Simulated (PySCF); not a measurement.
# What a mistake does to a calculation on AlB2H6Si cation

These are calculations, not measurements. The program is PySCF 2.14.0, an open-source quantum chemistry code, run on an isolated molecule that a program drew, which may never have been made. The molecule is AlB2H6Si cation (charge +1, singlet), drawn as the SMILES string `B[B]([AlH2])[SiH2+]`.

Each row is a Hartree-Fock (HF) and frozen-core CCSD(T) single point in the cc-pV(D+d)Z basis, meant for a local HF minimum. Run 1 is clean. Each other run has one planted mistake out of seven kinds, and not every kind appears here: one electron removed, one electron added, multiplicity raised by two, geometry at a saddle point, minimal basis STO-3G, one bond length entered in bohr, all coordinates scaled. The reference is restricted for singlets and unrestricted otherwise, and also for a bond in bohr. Adding or removing an electron swaps singlet and doublet. Electrons count all cores. HOMO and LUMO are orbital energies over both spins, the gradient is its largest component, and the lowest frequency (negative if imaginary) is given only where the gradient is small. Bond lengths are over the 9 bonds as drawn. T1 is the CCSD diagnostic: over 0.02 (restricted) or 0.045 (unrestricted) a single reference is doubtful.

Geometry of the clean run:
```xyz
10
AlB2H6Si cation, angstrom
B    -2.2113   -2.2243   -1.1188
B    -1.1202   -1.8096    0.0637
Al   -1.7983   -2.4725    2.0757
Si    0.5377   -0.8738   -0.2137
H    -2.1159   -3.2856   -1.6617
H    -3.0967   -1.4690   -1.3946
H    -1.3188   -3.9081    2.4613
H    -2.6650   -1.4145    2.8301
H     0.6353    0.5869   -0.1202
H     1.8043   -1.5785   -0.4390
```

```
run  electrons  basis functions  <S^2>  HOMO (eV)  LUMO (eV)  gradient (hartree/bohr)  lowest frequency (cm^-1)  mean bond (Å)  longest bond (Å)      T1  HF (hartree)  CCSD(T) (hartree)                     mistake
  1         42              104  0.000     -14.87      -5.00                  3.9e-05                       108         1.5844             2.224  0.0221    -583.37555         -583.75461                    no fault
  2         42               34  0.000     -12.66      -1.71                  3.8e-02                         -         1.5844             2.224  0.0224    -576.60077         -576.79414        minimal basis STO-3G
  3         42              104  2.037     -12.00      -7.06                  5.8e-02                         -         1.5844             2.224  0.0221    -583.28433         -583.64583  multiplicity raised by two
  4         42              104  0.892     -12.48      -5.03                  8.1e-03                         -         1.7388             2.952  0.0445    -583.28019         -583.64627                           ?
```

**Which mistake was planted in run 4, and what did it cost?**

The mean bond changes by a factor of 1.097 and the longest by 1.327, so the molecule wasn't scaled as a whole. A length L in bohr read as angstrom grows by (1/0.5292 - 1) L = 0.890 L. The 9 bonds together grew by 9 x 0.1544 = 1.390 Å, which gives L = 1.562 Å. That is the length of one of the Al-H bonds, 1.562 Å in the clean geometry. So the mistake is: one bond length entered in bohr. Subtracting run 1 and multiplying by 627.51 kcal/mol a hartree, the energy moved by 59.8 kcal/mol in HF and 68.0 kcal/mol in CCSD(T).

Cautions from the logs. Run 1: T1 is over the limit, so its CCSD(T) energy is less reliable; run 2: T1 is over the limit, so its CCSD(T) energy is less reliable.
